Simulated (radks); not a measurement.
Results of a calculation; reference values are marked as such.
Effect of the nuclear size on the barium ion Ba34+, [Ar] 3d4. Level of theory: Dirac Kohn-Sham, PBE, spin-unpolarised, spherical densities, finite nucleus; open shells fill j = l - 1/2 first; Fermi nuclear charge, rms radius 4.8378 fm (a radial shooting solver on a logarithmic mesh with Libxc functionals). The rms radius is varied about that value; shifts are against it.

| rms radius (fm) | total energy shift (eV) | density at nucleus (e/bohr^3) | 1s1/2 shift (meV) | 2s1/2 shift (meV) | 3s1/2 shift (meV) | 3p1/2 shift (meV) | 3d3/2 shift (meV) | 4s1/2 (empty) shift (meV) | 4p1/2 (empty) shift (meV) |
|---|---|---|---|---|---|---|---|---|---|
| 4.1412 | -2.24 | 3.322e+05 | -937 | -114 | -26.4 | 0.693 | 1.32 | -9.19 | 0.178 |
| 4.5185 | -1.06 | 3.267e+05 | -444 | -54.1 | -12.5 | 0.328 | 0.627 | -4.36 | 0.084 |
| 4.8378 | 0 | 3.224e+05 | 0.000 | 0.000 | 0.000 | 0.000 | 0.000 | 0.000 | 0.000 |
| 5.1523 | 1.11 | 3.185e+05 | 461 | 56.2 | 13.0 | -0.340 | -0.651 | 4.52 | -0.088 |
| 5.7183 | 3.23 | 3.121e+05 | 1350 | 165 | 38.0 | -0.996 | -1.91 | 13.2 | -0.256 |

Slopes of the eigenvalues against <r^2> in GHz/fm^2, as finite differences over the two radii next to the reference (eigenvalue slopes, not the field-shift constants of lines): 1s1/2 35700, 2s1/2 4350, 3s1/2 1000, 3p1/2 -26.4, 3d3/2 -50.4, 4s1/2 (empty) 350, 4p1/2 (empty) -6.78.
